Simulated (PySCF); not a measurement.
How methods differ on the excitation energy of Nb²⁺

Nb²⁺ [Kr] 4d3 (4F) → Nb²⁺ [Kr] 4d2 5p1 (high-spin determinant), as a difference of total energies. Calculation: PySCF 2.14, in aug-cc-pVDZ-PP with ECP28MDF (5s5p4d2f, 54 functions); scalar relativity through the core potential. Correlated levels: valence: 4s2 4p6 frozen. The calculations carry no spin-orbit coupling.

```
           method  excitation energy (eV)
              UHF                   7.955
              LDA                   7.894
              PBE                   7.919
             PBE0                   8.082
           r2SCAN                   8.110
             MN15                   8.169
        BHandHLYP                   8.117
          r2SCANh                   8.155
             BLYP                   7.810
    MP2 (valence)                   8.013
SCS-MP2 (valence)                   7.974
```

Question: How much does correlation contribute at MP2 (valence)?

Answer: 8.013 − (7.955) = 0.058 eV, measured against UHF.

The determinant of the upper state mixes LS terms, which raises its energy above the lowest term, most at the Hartree-Fock and MP2 levels.
